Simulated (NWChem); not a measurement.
System: SnH3I; SMILES [SnH3][I]

Input file for NWChem:

```
start job
memory heap 200 mb stack 900 mb global 1100 mb
geometry units angstroms noautosym nocenter noautoz
  Sn     0.000000     0.000000    -1.320384
  I      0.000000     0.000000     1.380356
  H      1.154821     1.154821    -1.817656
  H      0.422694    -1.577515    -1.817656
  H     -1.577515     0.422694    -1.817656
end
basis spherical
  * library def2-svpd
end
ecp
  Sn library def2-ecp
  I library def2-ecp
end
dft
  xc xcamb88 1.00 lyp 0.81 vwn_5 0.19 hfexch 1.00
  cam 0.33 cam_alpha 0.19 cam_beta 0.46
  iterations 150
end
tddft
  cis
  nroots 6
  notriplet
end
task tddft energy
```

Coordinates come from a PBE0/def2-SVP optimisation. Not confirmed as a minimum by frequencies. def2 effective core potentials on Sn, I; no spin-orbit coupling.

Vertical excitations in the gas phase.

What results follow from this input? (CAM-B3LYP/def2-SVPD with def2 effective core potentials on Sn, I, TDA.) Quantities: lowest excitation, singlet (eV); oscillator strength of that lowest state; orbital gap (eV).

The lowest excitation, singlet (eV) is 4.81 and the oscillator strength of that lowest state is 0.011. The orbital gap (eV) is 8.07.
